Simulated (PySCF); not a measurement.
Caution: the unrestricted state is spin-contaminated.  The multiplicity is imposed and other spin states were not computed.

B3LYP has the VWN-RPA correlation part, as in Gaussian. 

[Ru(F)3] (charge 0, multiplicity 2)

All values below come from B3LYP-D3(BJ)/def2-TZVP // TPSS-D3(BJ)/def2-SVP (PySCF).

| Item | Value |
|---|---|
| highest occupied spin orbital | -7.99 eV |
| dipole moment | 1.27 D |
| charge on the central atom (Mulliken) | 1.31 e |
| spin population on the central atom (Mulliken) | 0.88 |
| total energy | -394.5983 Ha |
| cost | around 7 core-minutes (rough) |

Bond lengths (Å): Ru1–F2 1.837, Ru1–F3 1.837, Ru1–F4 1.828. Bond angles (°): F2–Ru1–F3 95.1, F2–Ru1–F4 131.7, F3–Ru1–F4 133.2.
Charge 0, spin multiplicity 2.
